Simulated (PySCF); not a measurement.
# TDDFT excited states: C10H16

Limonene, C₁₀H₁₆.
SMILES with atom numbers: `[CH2:1]=[C:2]([CH3:3])[C@@H:4]1[CH2:5][CH:6]=[C:7]([CH3:8])[CH2:9][CH2:10]1` (hydrogens: H11, H12 on C1; H13, H14, H15 on C3; H16 on C4; H17, H18 on C5; H19 on C6; H20, H21, H22 on C8; H23, H24 on C9; H25, H26 on C10)

The calculation used PySCF 2.14.0, density-fitted response routines, TDDFT B3LYP/def2-SVPD, vertical, gas phase, core orbitals frozen in the response. The structure is a single PBE0-D3(BJ)/def2-SVP conformer in the gas phase; no vibrational or solvent corrections.

**Question.** Predict the UV-vis stick spectrum at this level.

**Answer.** 

```csv
state,E (eV),E (hartree),f,"main configurations (H = HOMO, L = LUMO)"
S1,5.92,0.2175,0.024,"H→L (60%), H→L+2 (22%), H→L+1 (13%)"
S2,6.00,0.2206,0.0081,"H→L+1 (63%), H→L (27%)"
S3,6.30,0.2316,0.029,"H-1→L+1 (42%), H-1→L (22%), H→L+3 (20%)"
S4,6.45,0.2372,0.0031,"H→L+3 (70%), H-1→L+1 (10%)"
S5,6.51,0.2394,0.099,"H→L+2 (37%), H-1→L+2 (19%), H-1→L+1 (11%)"
S6,6.68,0.2455,0.048,"H-1→L+2 (40%), H→L+4 (23%), H→L+5 (12%)"
S7,6.78,0.2492,0.024,"H→L+5 (68%), H→L+4 (21%)"
S8,6.86,0.2521,0.180,"H-1→L+3 (31%), H-1→L+1 (20%), H-1→L (15%)"
S9,6.92,0.2544,0.046,"H→L+4 (25%), H-1→L+2 (23%), H-1→L+3 (15%)"
S10,6.95,0.2553,0.138,"H-1→L (31%), H-1→L+3 (29%), H-1→L+2 (9%)"
```

Triplets (Tamm–Dancoff): T1 4.26 eV, H→L+2 (37%), H→L (28%), H→L+1 (22%); T2 4.34 eV, H-1→L (62%), H-1→L+1 (18%); T3 5.89 eV, H→L+2 (50%), H→L+1 (26%), H→L (15%); T4 5.99 eV, H→L (48%), H→L+1 (39%), H-1→L (8%).

The lowest singlet lies at 5.92 eV (209 nm, ultraviolet) and is weak; its leading configuration is HOMO→LUMO (60%). The strongest level in the table is S8 at 6.86 eV (181 nm, f = 0.180). Löwdin shares by element: HOMO carbon 71% or more (atoms not listed hold the other 29%); LUMO carbon 58% or more (atoms not listed hold the other 42%). The listed states span 1.03 eV, and the widest gap between neighbours is 0.30 eV (S2 to S3). The oscillator strengths of these states sum to 0.599; summed over the whole spectrum of an exact calculation they would give the number of electrons, 76 (Thomas–Reiche–Kuhn). Weighted by f, the mean energy of these states is 6.73 eV. All these states lie below the vertical ionisation energy of 8.23 eV (ΔSCF). Singlets were solved by full linear response, triplets in the Tamm–Dancoff approximation.
